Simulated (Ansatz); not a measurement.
`CC[O][Sb]([SiH3])[O]CC` at its PBE0-D4/def2-TZVP geometry, where that method's forces vanish. Total charge 0; spin multiplicity 1. Sb takes the def2 core potential.

```xyz
21

C     2.1585   -1.4492   -0.7824
C     1.0710   -2.4456   -0.4465
O     0.0978   -1.9090    0.4244
Sb   -1.3321   -0.7575   -0.2939
Si   -2.5386   -0.9130    1.9868
O    -0.6608    1.0116    0.2428
C     0.1125    1.7884   -0.6461
C    -0.2192    3.2499   -0.4588
H     2.9454   -1.9218   -1.3762
H     2.6019   -1.0489    0.1316
H     1.7602   -0.6112   -1.3624
H     0.6115   -2.8232   -1.3725
H     1.5029   -3.3115    0.0671
H    -1.5534   -0.6475    3.0638
H    -3.1226   -2.2715    2.1506
H    -3.6387    0.0868    2.0371
H     1.1784    1.6171   -0.4454
H    -0.0662    1.4969   -1.6935
H    -1.2682    3.4407   -0.6950
H     0.4028    3.8717   -1.1082
H    -0.0430    3.5471    0.5769
```

Problem. What forces (eV/Å) does PBE-D4/def2-TZVPP give on these atoms in Ansatz? (Estimate.)

Solution. Computed: 
```
C1   0.042  0.011 -0.019
C2   0.165 -0.081 -0.201
O3   0.076 -0.206  0.612
Sb4 -0.611 -0.190 -0.603
Si5  0.004  0.007 -0.001
O6  -0.097  0.278  0.548
C7   0.132  0.136 -0.200
C8  -0.006  0.038  0.000
H9   0.168 -0.084 -0.118
H10  0.098  0.084  0.175
H11 -0.071  0.164 -0.114
H12 -0.083 -0.097 -0.204
H13  0.089 -0.197  0.112
H14  0.098  0.027  0.132
H15 -0.063 -0.138  0.025
H16 -0.119  0.100  0.019
H17  0.248 -0.041  0.031
H18 -0.018 -0.063 -0.231
H19 -0.206  0.049 -0.047
H20  0.120  0.129 -0.121
H21  0.034  0.073  0.204
```
